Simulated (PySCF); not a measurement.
## Molecular orbitals of SnAs⁺

PBE at R = 2.625 Å; PySCF, scalar-relativistic core potentials, basis sets Sn def2-SVP with ECP28, As def2-SVP. State: ³Σ⁻ (triplet), unpaired electrons π ↑↑. Only the outer orbitals are listed, counted within each symmetry, core potentials removing the inner ones.

```tsv
spin	orbital	occ.	ε (eV)	on Sn (%)	main shells (%)
α	10σ	1	-20.69	16	82 As s, 12 Sn s
α	11σ	1	-16.75	79	79 Sn s, 15 As s
α	6π	1	-11.67	21	78 As p, 20 Sn p
α	6π	1	-11.67	21	78 As p, 20 Sn p
α	12σ	1	-11.53	43	54 As p, 35 Sn p
α	7π	0	-9.16	79	79 Sn p, 20 As p
α	7π	0	-9.16	79	79 Sn p, 20 As p
α	13σ	0	-6.21	69	67 Sn p, 33 As p
β	10σ	1	-19.53	25	73 As s, 21 Sn s
β	11σ	1	-16.26	73	72 Sn s, 22 As s
β	12σ	1	-11.10	46	51 As p, 40 Sn p
β	6π	0	-10.34	46	53 As p, 45 Sn p
β	6π	0	-10.34	46	53 As p, 45 Sn p
β	7π	0	-8.37	55	54 Sn p, 45 As p
```

Q: Which are the highest filled and the lowest empty level, where do they sit, and how wide is the gap?

A: Highest filled β 12σ at -11.10 eV (in %: 51 As p, 40 Sn p); lowest empty β 6π at -10.34 eV (in %: 53 As p, 45 Sn p); the gap at PBE is 0.76 eV.

```
bond order (Mayer)                                                                                                 : 1.61
⟨S²⟩                                                                                                               : 2.004
charge on Sn (Mulliken, basis-dependent)                                                                           : 0.76
charge on Sn (Löwdin, basis-dependent)                                                                             : 0.69
dipole moment (positive dipole points towards As; it is taken about the centre of mass and depends on that origin) : -1.34 D
polarisability along the bond                                                                                      : 101.3 bohr³
polarisability across the bond                                                                                     : 37.0 bohr³
```

Spin–orbit coupling is left out. The state is the lowest determinant that a PBE0 search found; another state may lie lower at other levels.
